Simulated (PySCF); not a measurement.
TeF⁻ at RHF-SCS-MP2

Level: RHF-SCS-MP2. PySCF, scalar-relativistic core potentials, basis sets Te aug-cc-pVDZ-PP with ECP28, F aug-cc-pVDZ.

For TeF⁻, the state is ¹Σ⁺ (singlet), closed shell, the bond length is 2.034 Å and the harmonic wavenumber is 507 cm⁻¹. The force constant is 2.51 mdyn/Å. The rotational constant Be is 0.2458 cm⁻¹. The anharmonicity ωexe is 2.52 cm⁻¹, the vibration–rotation constant αe is 0.00169 cm⁻¹ and the well depth De to Te + F⁻ is 2.22 eV. The dissociation energy D0 is 2.19 eV.

Correlated steps freeze 5 core orbitals. Correlated levels converge slowly with the basis: in double zeta they bind strong bonds too weakly, by up to about 1 eV, and carry superposition errors of some tenths. Spin–orbit coupling is left out, which matters for elements this heavy, above all for dissociation energies. For an ion De counts to the pair picked by the measured ionisation energies or electron affinities, which need not be the lowest pair at this level. Where the molecule has an RHF reference, its open-shell atoms are computed with UHF.
